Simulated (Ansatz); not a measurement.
Start from `BBCl` and change one atom or group to get `Cl[BH][GaH2]`.

Ansatz, PBE0-D4/def2-TZVP geometries, multiplicity 1. 

Scalar relativity is left out up to krypton.

```
                                          property  `BBCl`
               HOMO–LUMO gap (PBE/def2-TZVPP) / eV    3.64
               LUMO energy (B3LYP/def2-TZVPP) / eV   -2.31
             LUMO energy (ωB97M-V/def2-TZVPP) / eV   -0.13
               HOMO energy (B3LYP/def2-TZVPP) / eV   -7.90
                LUMO energy (PBE0/def2-TZVPP) / eV   -2.10
size of the dipole moment (ωB97M-V/def2-TZVPP) / D    0.77
```

(1) Give the same properties after the change, and the shifts. (Estimate.)

Answers

(1) Ansatz gave: 
| property | `Cl[BH][GaH2]` | shift |
| --- | --- | --- |
| HOMO–LUMO gap (PBE/def2-TZVPP) / eV | 3.22 | -0.42 |
| LUMO energy (B3LYP/def2-TZVPP) / eV | -2.22 | 0.09 |
| LUMO energy (ωB97M-V/def2-TZVPP) / eV | -0.13 | 0.00 |
| HOMO energy (B3LYP/def2-TZVPP) / eV | -7.19 | 0.71 |
| LUMO energy (PBE0/def2-TZVPP) / eV | -2.04 | 0.06 |
| size of the dipole moment (ωB97M-V/def2-TZVPP) / D | 0.56 | -0.21 |

With PBE0 the HOMO rises by 0.72 eV and the LUMO rises by 0.06 eV, so the gap narrows by about 0.66 eV. PBE moves the HOMO by 0.57 eV and ωB97M-V by 0.85 eV. Dipoles are sizes alone; their direction can turn.

B3LYP here is the variant with VWN-RPA as its local correlation; programs differ in this.
